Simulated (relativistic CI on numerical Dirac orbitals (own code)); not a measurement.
Hg⁴⁺: 5d valence photoemission

Computed with this model: Dirac-Coulomb-Breit CI, separate exchange-only KLI orbitals for each configuration, model QED (radiative potential, 1s self-energy scaled to tabulated hydrogen-like ionisation energies), valence Slater integrals scaled by 0.9, multiplet model of photoemission in the sudden approximation; configurations [Xe] 4f14 5d8 → [Xe] 4f14 5d7; 300 K; Lorentzian 0.21 eV and Gaussian 0.5 eV FWHM. Energies are those of the free ion, without screening or charge transfer. The energies are binding energies and can lie tens of eV above those of solids. S is read from ⟨S²⟩ = S(S + 1).

Field parameters in Wybourne normalisation: Td as Oh with Dq negative (B⁴₀ = 21Dq, B⁴₄ = √(5/14) B⁴₀). The field is a parameter set, without covalency.

free ion: ground-state S = 0.97, centroid 63.74 eV. Peaks (eV, height): 61.7 (100), 63.4 (74), 64.7 (75), 65.6 (62), 66.6 (9).

Td, 10Dq = -3800 cm⁻¹: ground-state S = 0.97, centroid 63.78 eV. Peaks (eV, height): 61.8 (100), 63.7 (65), 64.9 (77), 65.8 (45).

Td, 10Dq = -10400 cm⁻¹: ground-state S = 0.98, centroid 63.84 eV. Peaks (eV, height): 61.7 (100), 62.3 (90), 64.9 (95), 65.8 (43).

Td, 10Dq = -17050 cm⁻¹: ground-state S = 0.98, centroid 63.91 eV. Peaks (eV, height): 61.6 (78), 62.7 (70), 63.7 (28), 64.9 (100), 66.3 (34).

Strongest unbroadened transitions for free ion:

| Energy (eV) | Relative strength |
| --- | --- |
| 61.66 | 100.0 |
| 63.28 | 14.4 |
| 63.38 | 29.8 |
| 63.47 | 29.8 |
| 64.46 | 0.6 |
| 64.67 | 26.3 |
| 64.69 | 44.6 |
| 65.62 | 55.1 |
| 65.87 | 6.0 |
| 66.64 | 0.2 |
| 66.66 | 5.6 |
| 67.21 | 1.8 |
| 67.46 | 0.5 |
| 68.42 | 1.9 |
| 68.54 | 0.1 |
| 70.69 | 0.1 |
| 71.22 | 1.9 |
